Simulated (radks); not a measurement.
The numbers below are computed, except where a source is named.
Valence configurations of Zn III (all share [Ar]). Level of theory: Dirac Kohn-Sham, LDA (Slater exchange, Perdew-Wang correlation), spin-unpolarised, spherical densities, finite nucleus; open shells are shared between the two j in proportion to 2j + 1; Fermi nuclear charge, rms radius 3.9283 fm (a radial shooting solver on a logarithmic mesh with Libxc functionals). Energies are relative to 3d10; eigenvalues in eV.

valence,E (eV),e(3d3/2),e(3d5/2),e(4p1/2),e(4p3/2),e(4s1/2)
3d10,0.000,-31.443,-31.078,-,-,-
3d8 4p2,42.915,-49.410,-48.986,-21.107,-20.829,-
3d7 4p3,74.965,-59.381,-58.925,-23.341,-23.013,-
3d9 4p1,18.237,-40.075,-39.681,-18.725,-18.492,-
3d7.5 4s0.5 4p2,53.376,-53.635,-53.196,-21.915,-21.617,-30.876
3d6.5 4s0.5 4p3,89.032,-63.947,-63.476,-24.132,-23.783,-33.776
3d9.5 4p0.5,8.391,-35.670,-35.291,-17.418,-17.204,-
3d9 4s1,10.174,-38.539,-38.147,-,-,-25.746
3d7 4s1 4p2,65.443,-58.049,-57.595,-22.722,-22.402,-31.974
3d6.5 4s1.5 4p2,79.209,-62.642,-62.172,-23.528,-23.187,-33.068

NIST lists [Ar] 3d10 as the ground configuration; this level of theory agrees among the configurations tried. The energies are those of spherical spin-averaged densities, not of single terms.
